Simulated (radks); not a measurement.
Task: K VI, 14 electrons, occupied as [Ne] 3s2 3p2 (the NIST ground configuration). All-electron calculation, non-relativistic Kohn-Sham, PBE, spin-polarised, spherical densities, point nucleus; open shells are filled with parallel spins first. Program: a radial shooting solver on a logarithmic mesh with Libxc functionals. Some entries of the table are withheld. Estimate them.

orbital  occ.  eigenvalue (hartree)  <1/r> (bohr^-1)  r(max) (bohr)
1s up       1             -132.1295            18.54        0.05352
1s down     1             -132.1051            18.54        0.05351
2s up       1             -16.04659            3.780         0.3195
2s down     1             -16.02396            3.780         0.3197
2p up       3             -13.47755            3.706         0.2625
2p down     3             -13.44573            3.705         0.2628
3s up       1              -3.99748            1.225          1.026
3s down     1              -3.84609            1.222          1.024
3p up       2                   (1)            1.141          1.056
3p down     0                   (2)            1.136          1.056
3d up       0                   (3)              (4)          1.048
3d down     0                   (5)              (6)          1.043
4s up       0              -1.61647           0.5585          2.390
4s down     0              -1.56190           0.5523          2.413

Result: 
(1) 3p up eigenvalue (hartree): -3.33148
(2) 3p down eigenvalue (hartree): -3.18505
(3) 3d up eigenvalue (hartree): -2.33802
(4) 3d up <1/r> (bohr^-1): 0.9556
(5) 3d down eigenvalue (hartree): -2.20926
(6) 3d down <1/r> (bohr^-1): 0.9500
